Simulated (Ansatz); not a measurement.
Input for Ansatz (development build ahead of 0.2.0):

```yaml
crystal:
  periodic: [false, false, false]
  atoms:
    - { symbol: Co, position_ang: [0.0, 0.0, 0.0] }
basis:
  gaussian: { orbitals: cc-pVTZ }
magnetization:
  initial_magnetization: 3
hamiltonian:
  xc: hf
correlation:
  method: ccsd_t
  frozen_orbitals: { Co: 5 }
```

The input is written out in the form of the current development build from the run's settings. Correlation on restricted open-shell orbitals is semicanonical, with singles.

Results

| Property | Result |
| --- | --- |
| Converged | yes |
| Reference energy | -1381.41680 hartree |
| CCSD correlation energy | -0.58681 hartree |
| Triples correction | -0.01512 hartree |
| Total energy | -1382.01873 hartree |
| Spin squared of the determinant | 3.750 |
